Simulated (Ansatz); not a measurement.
`[CH3][GeH2][CH]=O`, charge 0, multiplicity 1.

Give a relaxed structure at PBE0-D4/def2-TZVP (the Gaussian-basis code of Ansatz). (Best estimate.)

The calculation gave: 
Cartesian coordinates in Å:
```
C 0.6683 0.9594 -0.9352
Ge -0.0205 -0.7300 -0.2644
C -0.8501 -0.4014 1.5325
O -0.8729 0.6923 2.0291
H 1.1306 0.8262 -1.9135
H -0.1447 1.6806 -1.0206
H 1.4101 1.3563 -0.2419
H -1.1067 -1.3295 -1.1802
H 1.0860 -1.7889 -0.0843
H -1.3002 -1.2650 2.0786
```
Point group Cs.
This is one stationary point; other conformers may exist.
